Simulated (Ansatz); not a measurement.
Relaxation of CH6BF2N (11 atoms, charge 0, multiplicity 1), to a largest force component of 0.03 eV/Å in at most 50 steps.

Method: RHF/6-31G* in Ansatz 0.2.0.

```xyz
11
Properties=species:S:1:pos:R:3
B 0.046 -0.461 -0.476
N -0.034 -0.089 2.243
H -0.690 -0.194 2.993
H 0.735 0.456 2.582
F 1.074 0.353 -0.611
C -1.383 -0.066 -0.987
H -2.139 -0.782 -0.689
H -1.661 0.912 -0.606
H -1.392 0.002 -2.074
F 0.336 -1.666 -0.014
H 0.327 -1.021 2.016
```

Problem. Where does it end, and by what steps?

Solution. The forces met the threshold. The force dipped under the threshold on the way, but the program's further checks kept it going. After 20 steps the energy has fallen by 0.362 eV; H3 moved furthest, 1.06 Å. Joined: B1–N2 (2.75 → 1.73 Å).

| step | energy less start (eV) | largest force component (eV/Å) | accepted |
| --- | --- | --- | --- |
| 0 | 0.0000 | 1.003 | yes |
| 1 | -0.0537 | 0.896 | yes |
| 2 | -0.0396 | 1.597 | no |
| 3 | -0.0790 | 0.934 | yes |
| 4 | -0.1021 | 0.838 | yes |
| 5 | -0.1283 | 0.767 | yes |
| 6 | -0.1571 | 0.456 | yes |
| 7 | -0.1921 | 0.399 | yes |
| 8 | -0.2546 | 0.632 | yes |
| 9 | -0.2146 | 1.582 | no |
| 10 | -0.3119 | 0.355 | yes |
| 11 | -0.3214 | 0.182 | yes |
| 12 | -0.3277 | 0.105 | yes |
| 13 | -0.3435 | 0.087 | yes |
| 14 | -0.2977 | 1.400 | no |
| 15 | -0.3521 | 0.037 | yes |
| 16 | -0.3542 | 0.322 | yes |
| 17 | -0.3607 | 0.009 | yes |
| 18 | -0.3614 | 0.055 | yes |
| 19 | -0.3617 | 0.042 | yes |
| 20 | -0.3617 | 0.012 | yes |

```xyz
11
Properties=species:S:1:pos:R:3
B 0.053 -0.510 -0.009
N -0.015 -0.293 1.704
H -0.787 -0.786 2.117
H -0.081 0.677 1.958
F 1.199 0.178 -0.313
C -1.300 0.071 -0.638
H -2.189 -0.445 -0.277
H -1.431 1.135 -0.447
H -1.283 -0.054 -1.719
F 0.218 -1.869 -0.093
H 0.835 -0.661 2.096
```

Whether the end is a true minimum wasn't checked by a vibrational analysis.

Time of the run: 27 s on 2 threads of Intel(R) Xeon(R) Platinum 8223CL CPU @ 3.00GHz (Skylake/Cascade Lake), on a shared host, peak memory 0.18 GiB.
